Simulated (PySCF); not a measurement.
C5H7F3O.
Structure used (GFN2-xTB), in Å, numbered top down from 1:
```xyz
16
C5H7F3O angstrom
F     -2.4729    0.8613   -1.0671
C     -1.1261    0.8791   -0.7965
C     -0.7280   -0.4568   -0.1916
C     -0.8104   -0.6328    1.3319
O      0.5603   -1.0575    1.3842
C      0.7640   -0.7858    0.0038
C      1.7938    0.3285   -0.1958
F      1.9858    0.5614   -1.5174
F      1.3977    1.5025    0.3431
H     -0.6152    1.0479   -1.7504
H     -0.9525    1.7186   -0.1182
H     -1.2478   -1.2463   -0.7370
H     -0.9596    0.2944    1.8910
H     -1.4880   -1.4052    1.6972
H      1.1307   -1.6618   -0.5459
H      2.7606    0.0614    0.2573
```

Probes without a nucleus sit at each ring's centroid and 1 Å off its mean plane on both sides; NICS is minus the shielding there, NICSzz its component along the normal. Level: GIAO PBE0/pcSseg-1 (PySCF, non-relativistic, gas phase) on the GFN2-xTB geometry, one conformer.

Ring bond lengths (Å), with Mayer bond orders in brackets: C3–C4 1.536 (1.00), C4–O5 1.436 (0.92), O5–C6 1.421 (0.93), C6–C3 1.540 (0.97).

Q: Give the NICS values of each ring in ppm.

A: 
| ring | type | NICS(0) | NICS(1), two faces | NICS(1)zz, two faces | rms pucker (Å) | centre to ring atoms, mean (Å) |
| --- | --- | --- | --- | --- | --- | --- |
| C3–C4–O5–C6 | 4-membered ring with O; formal bonds all single | -0.8 | 1.0 / 1.2 | 3.1 / 2.9 | 0.04 | 1.05 |

Q: What do they say, and how far can they be read as aromaticity?

A: 
- C3–C4–O5–C6: mean NICS(1)zz 3.0 ppm, deshielded. C3, C4, C6 have four or more neighbours, so the value isn't read as a sign of a π ring current.

Hardware: Arm Neoverse N1, one thread, no GPU, on a shared host. Cost: 52 s wall, 0.84 GiB resident at most. This is the whole shielding run at PBE0/pcSseg-1, SCF included.
